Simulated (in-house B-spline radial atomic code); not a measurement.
Radial electron density of Sr³⁺, [Ne] 3s2 3p5 3d10 4s2 4p5 4f1. Level of theory: non-relativistic B3LYP, spherical fractional occupations, point nucleus, inside a hard spherical wall at 6.92 bohr; calculated with an all-electron radial atomic-structure program (B-spline basis).

Caution: exact exchange at fractional occupations of open shells leaves self-interaction of up to several eV.

Columns: r (bohr), 4πr²n(r) (electrons per bohr), bar.

```
 0.00177     1.31 #
 0.00216    1.895 #
 0.00264    2.729 ##
 0.00324    3.927 ###
 0.00396    5.554 ####
 0.00484     7.76 ######
 0.00593    10.72 ########
 0.00725     14.5 ###########
 0.00887     19.2 ###############
  0.0109    24.88 ###################
  0.0133    30.92 ########################
  0.0163     37.1 #############################
  0.0199    42.34 #################################
  0.0243    45.81 ####################################
  0.0298    46.71 ####################################
  0.0364    44.93 ###################################
  0.0446    41.57 ################################
  0.0546    39.05 ##############################
  0.0668    39.94 ###############################
  0.0817    45.16 ###################################
  0.0999     52.4 #########################################
   0.122    56.69 ############################################
    0.15    53.71 ##########################################
   0.183    44.69 ###################################
   0.224    35.92 ############################
   0.274       34 ##########################
   0.335    37.92 #############################
    0.41    39.78 ###############################
   0.502     33.6 ##########################
   0.614    22.08 #################
   0.752     12.4 ##########
    0.92    8.352 ######
    1.13    7.583 ######
    1.38    6.457 #####
    1.69    4.118 ###
    2.06    1.966 ##
    2.52   0.7951 #
    3.09   0.4197 
    3.78   0.3087 
    4.62   0.1909 
    5.65  0.06042 
    6.85 0.0001788
```

On this grid the curve has 3 maxima, near 0.0298, 0.122, 0.41 bohr.

The 4f radial function P(r) = rR(r), positive near the nucleus:

| r (bohr) | P |
| --- | --- |
| 0.0999 | 0.0006787 |
| 0.15 | 0.002422 |
| 0.224 | 0.007563 |
| 0.335 | 0.02083 |
| 0.502 | 0.05069 |
| 0.752 | 0.1104 |
| 1.13 | 0.218 |
| 1.69 | 0.374 |
| 2.52 | 0.5335 |
| 3.78 | 0.5468 |
| 5.65 | 0.2458 |
